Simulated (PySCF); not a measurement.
This PySCF input asks for the NMR shieldings of SMILES C=CCP(C)CCC#N, C7H12NP; the geometry comes from PBE0-D3(BJ)/def2-SVP.

```python
import basis_set_exchange as bse
import numpy as np
from pyscf import gto, dft
from pyscf.prop import nmr

atoms = """
C    -2.179822    1.932838   -0.179791
C    -2.028555    0.771022   -0.820013
C    -1.651176   -0.520336   -0.174985
P     0.041411   -1.090431   -0.722157
C     0.197096   -2.597705    0.337671
C     1.056445    0.107291    0.274431
C     2.553758   -0.040918   -0.001659
C     3.362810    0.893818    0.771863
N     3.987206    1.640193    1.398167
H    -2.053466    2.007580    0.905371
H    -2.443171    2.848466   -0.715027
H    -2.158372    0.743647   -1.909386
H    -1.689577   -0.443932    0.925403
H    -2.347825   -1.321268   -0.479869
H    -0.460756   -3.388059   -0.054816
H     1.227910   -2.981009    0.292887
H    -0.065552   -2.404236    1.390441
H     0.723809    1.118833   -0.009786
H     0.849531   -0.010421    1.351869
H     2.763774    0.116915   -1.072385
H     2.902260   -1.060389    0.235069
"""
names = dict.fromkeys(["C", "P", "N", "H"], "pcSseg-1")
basis = {el: gto.basis.parse(bse.get_basis(n, elements=[el], fmt="nwchem")) for el, n in names.items()}
mol = gto.M(atom=atoms, basis=basis, charge=0, verbose=0)
mf = dft.RKS(mol, xc="PBE0")
mf.grids.level = 2
mf.grids.alignment = dft.numint.BLKSIZE   # the property module wants whole blocks of grid points
mf.conv_tol = 1e-9
mf.kernel()

calc = nmr.RKS(mf)   # GIAO
C = mf.mo_coeff
Co = C[:, mf.mo_occ > 0]
resp = mf.gen_response(singlet=True, hermi=2)
def vind(x):   # induced exchange potential for any number of trial vectors
    d = np.einsum("pi,xij,qj->xpq", C, 2 * x.reshape(-1, C.shape[1], Co.shape[1]), Co, optimize=True)
    return np.einsum("xpq,pi,qj->xij", resp(d - d.transpose(0, 2, 1)), C, Co, optimize=True).ravel()
mo1, _ = nmr.rhf.solve_mo1(calc, with_cphf=vind)
sigma = calc.kernel(mo1)
for i, s in enumerate(sigma):   # ppm
    print("%2d %-2s %9.2f" % (i, mol.atom_pure_symbol(i), np.trace(s) / 3))
```

**Question.** What does it print?

**Answer.** 
```
 0 C      58.67
 1 C      41.53
 2 C     142.62
 3 P     373.61
 4 C     169.91
 5 C     155.09
 6 C     169.42
 7 C      59.96
 8 N     -37.14
 9 H      25.88
10 H      25.85
11 H      25.30
12 H      29.39
13 H      28.87
14 H      30.17
15 H      30.20
16 H      30.53
17 H      29.44
18 H      30.32
19 H      29.29
20 H      29.41
```

These numbers come from an equivalent density-fitted implementation of the same equations, which agrees with the script to about 0.01 ppm for H and up to a few tenths of a ppm for heavy atoms, so last digits may differ.

Size and cost of the density-fitted run: 220 basis functions, 37 s wall time on 1 thread of an Arm Neoverse V2, shared host; peak memory 1.1 GiB.
